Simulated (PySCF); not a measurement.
H₂Si₂, SMILES [Si]=[SiH2] (connectivity only; charge and spin as stated), neutral, multiplicity 1. The structure is a stationary point at r2SCAN-D4/def2-TZVP. The isomer is the one that the SMILES or the coordinates give; other isomers of the formula were not compared.

PySCF with TDA-PBE/def2-TZVPD puts the lowest singlet excitations at 0.84, 2.40, 4.03, 4.22, 4.77, 4.98 eV and the lowest triplet (TDA) at 0.28 eV.

### Question
What are the lowest singlet roots from EOM-CCSD/aug-cc-pVDZ in PySCF? (Estimate from the structure and the level; the computed values follow.)

### Answer
0.93, 2.48, 4.13, 4.48, 5.02, 5.22 eV; triplets 0.00, 0.50, 1.41 eV. S1 differs by 0.09 eV (second minus first; roots are paired by order, and the bases may differ).
